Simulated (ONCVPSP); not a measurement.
# O: from the effect back to the setting (ONCV)

Base potential:

- Element: oxygen
- Generator: ONCVPSP 4.0.1
- Type: optimised norm-conserving Vanderbilt (ONCV)
- Functional: PBE
- Relativity: scalar-relativistic
- Frozen core: [He]
- Valence charge: 6
- Reference configuration: 2s2 2p4
- Partial waves: 2s: rc 0.85 bohr, ncon 4, nbas 8, qcut 8.2 1/bohr, 3 projectors, debl 1 Ha; 2p: rc 1.90 bohr, ncon 4, nbas 8, qcut 7.3 1/bohr, 2 projectors, debl 0.4 Ha; d scattering state at 0.19 Ha: rc 1.55 bohr, ncon 4, nbas 8, qcut 5.6 1/bohr, 2 projectors, debl 2.4 Ha
- Local potential: polynomial inside 0.75 bohr (lpopt 5, dvloc0 2 Ha)
- Core correction: Teter function fitted to the true core (icmod 2), fcfact 0.4

Cutoffs, loose and tight: the cutoffs (Ha) at which the residual kinetic energy of the hardest occupied pseudo-wave falls to 1 and 0.1 mHa per electron. They do not see the model core or the augmentation charge, which bear on the density cutoff. Test errors are all-electron minus pseudo excitation energies from the reference, over the configurations 2s2 2p3; 2s2 2p2; 2s2 2p1; 2s2 2p3.5; variants that change the core or the reference have their own tests.

Only the p radius is moved:

| p radius (bohr) | cutoff, loose | cutoff, tight | bound ghosts | largest test error (meV) | median size of the test errors |
| --- | --- | --- | --- | --- | --- |
| 1.3 | 40 Ha | 208 Ha | s | +835 | 115.5 meV |
| 1.46 | 40 Ha | 208 Ha | s | +1127 | 161.9 meV |
| 1.72 | 40 Ha | 208 Ha | s | +1747 | 266.1 meV |
| 1.84 | 40 Ha | 208 Ha | s | +2063 | 322.3 meV |
| 2.26 | 40 Ha | 208 Ha | s | +3429 | 574.3 meV |
| 2.42 | 40 Ha | 208 Ha | s | +4000 | 685.2 meV |
| 2.54 | 40 Ha | 208 Ha | s | +4435 | 772.9 meV |
| 2.76 | 40 Ha | 208 Ha | s | +5361 | 963.0 meV |

Q: One more run gave cutoff, loose: 40 Ha; cutoff, tight: 208 Ha; bound ghosts: s; largest test error (meV): +2675; median size of the test errors: 432.3 meV. Which value of the p radius was used?

A: 2.04 bohr. The median size of the test errors moves one way along this sweep, from 115.5 meV at 1.3 to 963.0 meV at 2.76 bohr, which places the run between 1.84 and 2.26 bohr.
